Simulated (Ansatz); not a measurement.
Relaxation of C2H5BO (9 atoms, charge 0, multiplicity 1), to a largest force component of 0.02 eV/Å in at most 50 steps.

Theory: Ansatz 0.2.0, RKS PBE0-D4/def2-SVP.

```xyz
9
Properties=species:S:1:pos:R:3
B -0.664 1.043 -0.713
C 0.498 0.186 -0.148
C 0.196 -0.977 0.730
O 0.634 -1.167 -0.561
H -1.585 0.516 -1.197
H -0.604 2.205 -0.626
H 1.465 0.646 0.061
H 0.496 -2.023 -1.039
H 0.898 -1.214 1.524
```

Question: Where does it end, and by what steps?

Answer: The run converged. After 12 steps the energy has fallen by 3.259 eV; H6 moved furthest, 0.87 Å. Joined: B1–C3.

```tsv
step	energy less start (eV)	largest force component (eV/Å)	accepted
0	0.0000	3.762	yes
1	-0.8102	2.766	yes
2	-1.6049	2.015	yes
3	-2.0701	1.086	yes
4	-2.6714	1.536	yes
5	-3.0257	2.584	yes
6	-3.1243	1.955	yes
7	-3.2324	0.537	yes
8	-3.2511	0.212	yes
9	-3.2564	0.208	yes
10	-3.2585	0.047	yes
11	-3.2588	0.023	yes
12	-3.2589	0.009	yes
```

```xyz
9
Properties=species:S:1:pos:R:3
B -0.600 0.604 -0.432
C 0.948 0.221 -0.380
C 0.086 -0.414 0.587
O 0.721 -1.285 -0.493
H -1.241 0.084 -1.344
H -0.912 1.691 0.002
H 2.008 0.472 -0.324
H 0.021 -1.375 -1.177
H 0.302 -0.782 1.591
```

Run time: 22 s on 1 thread of Intel(R) Xeon(R) 6975P-C (Granite Rapids), with other jobs on the host, peak memory 0.17 GiB.
